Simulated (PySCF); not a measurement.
HfBr3, SMILES [Br][Hf]([Br])[Br] (connectivity only; charge and spin as stated), neutral, multiplicity 2. Atoms are numbered in the order given.

```xyz
4

Hf     0.0000     0.0000     0.0000
Br    -2.4958     0.0000     0.0000
Br     1.2479    -2.1614     0.0000
Br     1.2479     2.1614     0.0000
```
Charge 0, spin multiplicity 2.

Coordinates come from a B3LYP-D3(BJ)/def2-SVP optimisation. The multiplicity is an assumed one; other spin states were not compared. The def2 effective core potentials stand for the cores of Hf; spin–orbit coupling is left out.

The numbers are results of PySCF with ωB97X/def2-TZVP, not measurements.

ESP charges are fitted to the potential on shells at 1.4 to 2.0 van der Waals radii. Atomic charges (e):

```csv
atom,Löwdin,ESP fit,Mulliken,Mulliken spin
Hf1,[?],0.42,0.94,0.98
Br2,[?],-0.14,-0.31,0.01
Br3,[?],-0.14,-0.31,0.01
Br4,[?],-0.14,-0.31,0.01
```

### Question
Complete the blanks. (The exact figures need the calculation; the answer reports its results.)

### Answer

- Hf1, Löwdin: -0.21
- Br2, Löwdin: 0.07
- Br3, Löwdin: 0.07
- Br4, Löwdin: 0.07
